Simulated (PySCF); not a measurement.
How methods differ on the excitation energy of Zn

Zn [Ar] 3d10 4s2 (1S) → Zn [Ar] 3d10 4s1 4p1, s spin flipped, as a difference of total energies. Calculation: PySCF 2.14, in ANO-RCC-VTZP; scalar relativity by spin-free X2C-1e. Correlated levels: valence and next inner shell: [Ne] frozen. The calculations carry no spin-orbit coupling.

```
                                method  excitation energy (eV)
                                   UHF                   4.204
    MP2 (valence and next inner shell)                   4.965
SCS-MP2 (valence and next inner shell)                   4.938
```

Task: How much does correlation contribute at MP2 (valence and next inner shell)?

Result: 4.965 − (4.204) = 0.761 eV, measured against UHF.

The upper determinant mixes two multiplicities, so it lies between the two terms.

The basis was made for the ground configuration and has no added diffuse functions, so the excitation energy can come out too high.

The coupled-cluster amplitudes are large for the upper state (T1 above 0.03 or a double amplitude above 0.15), so a single reference is strained.
